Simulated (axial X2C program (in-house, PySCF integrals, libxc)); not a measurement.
# HfBr⁺: properties at the nuclei

Calculated with an axial X2C code built on PySCF integrals: two-component X2C with atomic mean-field Coulomb and Gaunt terms, Gaussian nuclei, basis Hf dyall-cv3z, Br dyall-cv3z with contracted cores.

R = 2.363 Å (near the PBE0 minimum at charge 1 of the determinant lowest at the starting distance; the state shown can have its own minimum elsewhere).

Determinant lowest in the PBE0 search, Ω = 1 (⟨Sz⟩ = -0.98, ⟨Lz⟩ = 1.98 at PBE0), spin on the atoms Hf -1.02, Br 0.04:

```
level  Eeff magnitude (GV/cm)  Ws magnitude Hf (kHz)  A∥/gI Hf (MHz)  qzz Hf (a.u.)  A∥/gI Br (MHz)  qzz Br (a.u.)
 PBE0                    20.2                   17.7           -4710          -0.95             -56           1.02
   HF                    22.8                   19.8           -4720          -2.24             -33           0.79
 BP86                    21.2                   18.6           -4780          -0.54           -64.5           0.93
B3LYP                    22.6                   19.7           -4820          -0.82           -56.8           1.03
  PBE                    20.7                   18.2           -4660          -0.62           -62.8           0.95
```

Determinant 0.20 eV from it at PBE0 and this distance, Ω = 0 (closed shell), highest spinor 61% Hf s, 33% Hf d, 3% Br p:

```
level  qzz Hf (a.u.)  qzz Br (a.u.)
 PBE0          -5.43           0.96
   HF          -7.48           1.02
 BP86          -4.86           0.74
B3LYP          -5.30           0.91
  PBE          -4.85           0.78
```

Eeff is the effective electric field on the electron electric dipole moment in this Ω state and Ws the scalar–pseudoscalar constant of the nucleus named (defined with the proton number Z and per Ω); A∥ (defined per Ω) follows by multiplying with gI = μI/(I μN); qzz is the electric field gradient, eQq0 = 234.96 MHz × Q/barn × qzz. The operators were transformed with the bare-nucleus X2C matrices; with these basis sets, hyperfine constants and field gradients can be off by tens of per cent, and where levels differ in sign neither size nor sign is settled.

**Question.** With gI(177Hf) = 0.2267, gI(79Br) = 1.4043, Q(79Br) = 0.3087 barn (g factors from the IAEA table of nuclear moments by Stone; Q from Pyykkö, Mol. Phys. 2018), turn the PBE0 values of the first state into constants in MHz.

**Answer.** A∥(177Hf) = -4710 × 0.2267 = -1070 MHz; A∥(79Br) = -56 × 1.4043 = -78.6 MHz; eQq0(79Br) = 234.96 × (0.3087) × (1.02) = 74 MHz.

Each state is one determinant with collinear spin, which with several unpaired electrons need not be a pure state. Unrestricted Hartree–Fock can overshoot spin polarisation at the nuclei. With several open shells hyperfine constants can be off by a factor of several. Open-shell Ω = 0 determinants with evenly filled partner blocks cannot be reached by this program, so the Ω shown need not be the lowest component. At B3LYP, BP86 a later determinant lies lower. States lie within half an eV, so the first need not be the ground state. Further determinants of the search, some of them spin-mixed, are not shown. Where a field gradient or hyperfine factor spreads by more than a factor of two over the levels, a constant derived from it is not to be relied on. PBE0 term energies can be off by some tenths of an eV.
